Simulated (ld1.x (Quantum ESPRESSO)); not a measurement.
**Which change was made? (Pm, ultrasoft)**

| Property | Result |
| --- | --- |
| Element | Pm (Z = 61) |
| Generator | ld1.x (Quantum ESPRESSO) 7.5 |
| Type | ultrasoft |
| Functional | LDA (PZ) |
| Relativity | scalar-relativistic |
| Frozen core | [Kr] 4d10 |
| Valence charge | 15 |
| Reference configuration | 4f4 5s2 5p6 5d1 6s2 6p0 |
| Partial waves | 5s (bound): rcut 2.10, rcutus 2.75 bohr; 6s (bound): rcut 2.10, rcutus 2.75 bohr; 5p (bound): rcut 2.15, rcutus 2.50 bohr; 6p (bound, empty): rcut 2.15, rcutus 2.50 bohr; 5d (bound): rcut 2.15, rcutus 2.90 bohr; 5d channel at 0.25 Ry: rcut 2.15, rcutus 2.90 bohr; 4f (bound): rcut 1.30, rcutus 1.75 bohr; 4f channel at -0.2 Ry: rcut 1.30, rcutus 1.75 bohr |
| Local potential | all-electron potential smoothed inside 2.40 bohr (lloc = -1) |
| Core correction | a·sin(br)/r model core inside 0.95 bohr |
| Augmentation charge | built from norm-conserving waves at rcut, not smoothed further |

Cutoffs, loose and tight: the cutoffs (Ry, on a coarse ladder) from which the occupation-weighted sum of valence levels, in a spherical-Bessel basis at the reference potential, stays within 10 and 1 mRy of its value at 400 Ry. They do not see the model core or the augmentation charge, which bear on the density cutoff. Test errors are all-electron minus pseudo excitation energies from the reference, over the configurations 4f5 5s2 5p6 5d0 6s2 6p0; 4f5 5s2 5p6 5d0 6s1 6p0; 4f5 5s2 5p6 5d0 6s0 6p0; 4f4 5s2 5p6 5d0 6s0 6p0; 4f5 5s2 5p6 5d0.5 6s1.5 6p0; 4f5 5s2 5p6 5d0 6s1 6p1; 4f5 5s2 5p6 5d1 6s1 6p0 (two spin-polarised tests are not counted in the largest error); variants that change the core or the reference have their own tests.

The base gives: outcome: generated, overlap not positive; bound ghosts: not determined (overlap not positive); largest test error (meV): test run stopped at test 1 of 9 (negative rho).

After one change the result is: outcome: generated, misses its reference levels by 0.48 eV; bound ghosts: not determined; largest test error (meV): +1263. Which change was it?
A. all radii but the core radius scaled by about 1.04 (s 2.86, p 2.60, d 3.02, f 1.82 bohr, rcut 2.18/2.24/2.24/1.36); local potential all-electron potential smoothed inside 2.50 bohr (lloc = -1)
B. all radii but the core radius scaled by about 1.38 (s 3.80, p 3.44, d 4.00, f 2.42 bohr, rcut 2.90/2.96/2.96/1.80); local potential all-electron potential smoothed inside 3.30 bohr (lloc = -1)
C. all radii but the core radius scaled by about 0.84 (s 2.30, p 2.10, d 2.42, f 1.46 bohr, rcut 1.76/1.80/1.80/1.08); local potential all-electron potential smoothed inside 2.00 bohr (lloc = -1)
D. all radii but the core radius scaled by about 0.77 (s 2.12, p 1.94, d 2.24, f 1.36 bohr, rcut 1.62/1.66/1.66/1.00); local potential all-electron potential smoothed inside 1.86 bohr (lloc = -1)

D. The others give: all radii but the core radius scaled by about 1.38 (s 3.80, p 3.44, d 4.00, f 2.42 bohr, rcut 2.90/2.96/2.96/1.80); local potential all-electron potential smoothed inside 3.30 bohr (lloc = -1) → outcome: failed: run_pseudo: Errors in PS-KS equation | all radii but the core radius scaled by about 1.04 (s 2.86, p 2.60, d 3.02, f 1.82 bohr, rcut 2.18/2.24/2.24/1.36); local potential all-electron potential smoothed inside 2.50 bohr (lloc = -1) → outcome: failed: chargeps: negative rho | all radii but the core radius scaled by about 0.84 (s 2.30, p 2.10, d 2.42, f 1.46 bohr, rcut 1.76/1.80/1.80/1.08); local potential all-electron potential smoothed inside 2.00 bohr (lloc = -1) → outcome: generated, misses its reference levels by 1.33 eV; bound ghosts: not determined; largest test error (meV): test run stopped at test 1 of 9 (negative rho). A file whose overlap is not positive is unfit for use, and its test errors describe a broken file.
